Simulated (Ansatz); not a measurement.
Basis-set extrapolation for `N[SiH](F)[SiH2]F` (PBE0-D4/def2-TZVP geometry, frozen core, Ansatz 0.2.0). Multiplicity 1, RHF reference.

|  | def2-TZVPP | def2-QZVPP |
| --- | --- | --- |
| HF | -834.407837 | -834.439046 |
| MP2 correlation | -0.952763 | -1.037040 |
| CCSD(T) correlation | -1.020212 | not run |

Energies in hartree. Use E(X) = E(∞) + A·exp(−7.88·√X) for Hartree–Fock and E(X) = E(∞) + B·X^(−2.97) for correlation, with X = 3 and 4, and add CCSD(T) minus MP2 of the smaller set to the MP2 limit.

What is the CCSD(T) energy at the basis-set limit?

HF limit: -834.439046 + (-0.031209) × 0.13774 = -834.44334. MP2 limit: -1.037040 + (-0.084277) × 0.74074 = -1.09947. Higher-order term: -1.020212 − (-0.952763) = -0.06745. Total: -835.61026 hartree, 4.96 eV below CCSD(T)/def2-TZVPP.
